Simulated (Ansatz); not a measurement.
Si(CN)2H2 (C₂H₂N₂Si), relaxed as a singlet with RKS r2SCAN-D4/def2-SVP in Ansatz, starting from the GFN2-xTB geometry. Force threshold 0.02 eV/Å.

Start:

```xyz
7

Si   -0.300   -0.552    0.119
C    -0.720    0.740   -1.162
N    -0.991    1.522   -1.953
C     1.203    0.152    0.972
N     2.128    0.569    1.503
H     0.076   -1.790   -0.561
H    -1.396   -0.640    1.082
```

Q: Estimate the energy that the relaxation releases and the steps that it takes.

A: 1.7 kcal/mol, in 4 steps; 6.5 s on 4 threads of Arm Neoverse V1 on a shared host. No frequencies were taken in this run, so the end may be a saddle point.

Q: Does the start keep its bonding and symmetry?

A: By distances, no bond broke or formed. The bond that changes most is Si1–H7, from 1.46 to 1.48 Å (atoms count from 1). Point group C2v at the start, C2v at the end, both within 0.05 Å.

Q: Predict the relaxed structure.

A: 
```xyz
7

Si   -0.275   -0.506    0.109
C    -0.738    0.740   -1.178
N    -1.042    1.514   -1.993
C     1.217    0.143    0.990
N     2.157    0.537    1.553
H     0.071   -1.785   -0.555
H    -1.390   -0.643    1.076
```
Bond lengths: 2 × C–Si 1.85 Å; 2 × C–N 1.16 Å; 2 × H–Si 1.48 Å.
